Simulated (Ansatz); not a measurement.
The same atomization along the group B, Ga, In.

Isolated molecules relaxed with PBE0-D4/def2-TZVP in Ansatz; ΔE leaves out vibrations. CCSD(T)/CBS adds triple-zeta CCSD(T) − MP2 to the extrapolated MP2 energy (def2 sets, frozen cores). Small cases extrapolate CCSD(T) itself. DFT in def2-TZVPP. No spin–orbit coupling; open shells (•) take unrestricted orbitals. Spin–orbit coupling would lower the free atoms: a little for B, F, O; clearly for Ga; strongly for In. def2 core potentials past Kr. Bonds to Ga, In are less sure, by a few kJ/mol each and by 10 to 20 or more in all where they break to atoms, as the def2 sets lack core-valence functions. Scalar relativity is left out up to krypton. Each species was taken in one conformer, which may not be the lowest.

```tsv
reaction	CCSD(T)/CBS(def2) (eV)
`OBF` → B• + F• + 2 H• + O•	21.62
`[OH][GaH][F]` → Ga• + F• + 2 H• + O•	16.71
`[OH][InH][F]` → In• + F• + 2 H• + O•	?
```

Q: Fill in the missing values. (Estimate.)

A: The calculation gave: `[OH][InH][F]` → In• + F• + 2 H• + O•: +15.15 eV.

Largest T1 diagnostic: 0.017, for `[OH][InH][F]`.

Extrapolated directly: `OBF` → B• + F• + 2 H• + O•.

For atomizations the MP2-based limit and the directly extrapolated one differ by several kJ/mol either way, and by 10 to 25 for some Ge, Se and Sn compounds, so smaller differences from it don't rank the levels.
